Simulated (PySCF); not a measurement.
**Potential energy of KIn⁺ along the bond**

Set-up: basis K x2c-SVPall, In x2c-SVPall; spin-free X2C with a Gaussian nucleus; PySCF 2.14. Energies in eV from K⁺ + In in their ground configurations at the same level. State: ²Σ⁺ (doublet), unpaired electrons σ ↑.

All columns are ωB97X. A positive dipole points towards In; it is taken about the centre of mass and depends on that origin.

```
R (Å)  E (eV)   μ (D)  Mulliken charge on K (basis-dependent)  HOMO (eV)  LUMO (eV)  Mayer bond order  ⟨S²⟩
3.520  -0.512   -9.62                                    0.77      -9.66      -4.31              0.40  0.75
3.684  -0.563  -10.00                                    0.75      -9.56      -4.35              0.42  0.75
3.847  -0.585  -10.40                                    0.75      -9.46      -4.37              0.42  0.75
3.970  -0.589  -10.72                                    0.75      -9.37      -4.38              0.41  0.75
4.093  -0.584  -11.05                                    0.75      -9.28      -4.38              0.41  0.75
4.216  -0.573  -11.40                                    0.76      -9.18      -4.38              0.40  0.75
4.380  -0.550  -11.90                                    0.77      -9.06      -4.37              0.38  0.75
4.584  -0.514  -12.57                                    0.78      -8.90      -4.32              0.36  0.75
4.830  -0.464  -13.46                                    0.80      -8.71      -4.20              0.33  0.75
5.157  -0.396  -14.78                                    0.83      -8.46      -3.83              0.28  0.75
```

A fit through these points gives, at Re = 3.956 Å, μ = -10.68 D and dμ/dR = -2.63 D/Å; the reduced mass is 29.1 u.

**Question.** How strong is the fundamental in the double-harmonic approximation, I = 42.26·(dμ/dR)²/μred km/mol?

**Answer.** I = 42.26·(-2.63)²/29.1 = 10.0 km/mol at ωB97X.

These are scalar-relativistic numbers at best; spin–orbit coupling would shift them, the dissociation energy most. For an ion De counts to the pair picked by the measured ionisation energies or electron affinities, which need not be the lowest pair at this level. The state was picked by a PBE0 search and need not be the measured ground state.
